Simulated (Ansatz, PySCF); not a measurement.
Reaction 3 R1 + R2 → P1 + 2 P2 + P3, each structure at its B3LYP-D3(BJ)/def2-TZVP stationary point, reached from a drawn start (curvature not checked).
P1: CH4 (SMILES C), charge 0, multiplicity 1.
R1: H2 (SMILES [H][H]), charge 0, multiplicity 1.
P2: HCl (SMILES Cl), charge 0, multiplicity 1.
P3: SiH4 (SMILES [SiH4]), charge 0, multiplicity 1.
R2, CH4Cl2Si (SMILES C[SiH](Cl)Cl) (charge 0, multiplicity 1, Z-matrix in Å and degrees):
```
Si
H 1 1.4716
C 1 1.8517 2 113.55
H 3 1.0907 1 110.51 2 180.00
H 3 1.0916 4 108.60 1 -120.94
H 3 1.0916 4 108.60 5 -118.11
Cl 1 2.0607 2 107.41 3 121.51
Cl 1 2.0607 2 107.41 3 -121.51
```

P less R. No zero-point or thermal terms.

Correlated levels freeze the cores.

The values were computed with Ansatz (Gaussian basis) for Hartree–Fock, density functionals and correlated methods; PySCF for the D3/D4 terms. No computed number here is a measurement.

| level | reaction energy (kcal/mol) |
|---|---|
| HF/cc-pV(D+d)Z | 13.85 |
| BLYP-D3(BJ)/def2-TZVPP | 33.05 |
| r2SCAN/def2-TZVPP | 35.05 |
| PBE0/def2-TZVPP | 29.74 |
| BHLYP/def2-TZVPP | 26.10 |
| CAM-B3LYP/def2-TZVPP | 26.64 |
| MP2/cc-pV(D+d)Z | ? |
| SCS-MP2/cc-pV(T+d)Z | ? |
| CCSD(T)/cc-pV(D+d)Z | ? |

**Question.** Complete the blanks.

**Answer.** 
- MP2/cc-pV(D+d)Z, reaction energy (kcal/mol): 25.72
- SCS-MP2/cc-pV(T+d)Z, reaction energy (kcal/mol): 31.58
- CCSD(T)/cc-pV(D+d)Z, reaction energy (kcal/mol): 19.39

Ansatz is a program for electronic structure.
